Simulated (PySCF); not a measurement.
H$_{2}$BO$_{3}$, doublet, geometry from GFN2-xTB. Base run: HF/6-31G** (PySCF).

Here is a job for PySCF.
```python
from pyscf import gto, scf

mol = gto.Mole()
mol.atom = '''
    O     1.347904   -0.498573    0.009237
    B     0.126235   -0.046693    0.000865
    O    -0.946456   -0.915612   -0.001457
    O    -0.122787    1.311112   -0.005870
    H    -1.813159   -0.506187   -0.007750
    H    -1.047306    1.564238   -0.011852
'''
mol.basis = '6-31g**'
mol.charge = 0
mol.spin = 1
mol.verbose = 5
mol.build()

mf = scf.UHF(mol)
mf.kernel()
mf.analyze()
```

Each row names what was changed in the base input (with any setting that the change needs).

```json
[
 {"change": "base", "ΔE vs base (mEh)": "0.000", "fitting functions": "-", "dipole (D)": "3.47"},
 {"change": "auxbasis = even-tempered beta=3.0", "ΔE vs base (mEh)": "-0.011", "fitting functions": "373", "dipole (D)": "3.47"},
 {"change": "auxbasis = cc-pvtz-ri", "ΔE vs base (mEh)": "0.085", "fitting functions": "384", "dipole (D)": "3.47"},
 {"change": "auxbasis = def2-svp-ri", "ΔE vs base (mEh)": "-7.200", "fitting functions": "220", "dipole (D)": "3.47"},
 {"change": "only_dfj = on; auxbasis = def2-universal-jfit", "ΔE vs base (mEh)": "-0.225", "fitting functions": "218", "dipole (D)": "3.47"},
 {"change": "auxbasis = even-tempered beta=2.0", "ΔE vs base (mEh)": "0.019", "fitting functions": "542", "dipole (D)": "3.47"},
 {"change": "auxbasis = def2-universal-jfit", "ΔE vs base (mEh)": "2.473", "fitting functions": "218", "dipole (D)": "3.47"},
 {"change": "auxbasis = even-tempered beta=1.6", "ΔE vs base (mEh)": "0.021", "fitting functions": "797", "dipole (D)": "3.47"},
 {"change": "exchange = seminumerical (SGX) (with mf = sgx.sgx_fit(mf, auxbasis='def2-universal-jfit'); with mf.with_df.dfj = True)", "ΔE vs base (mEh)": "-0.217", "fitting functions": "218", "dipole (D)": "3.47"},
 {"change": "auxbasis = autoaux", "ΔE vs base (mEh)": "0.154", "fitting functions": "487", "dipole (D)": "3.47"}
]
```

A fitting set is made for a task (jfit for Coulomb, jkfit for Coulomb and exchange, ri for correlation) and for a family of orbital bases.

Open shells are given as the SCF converged; they aren't shown to be the lowest states, and a large step between rows can be another state.
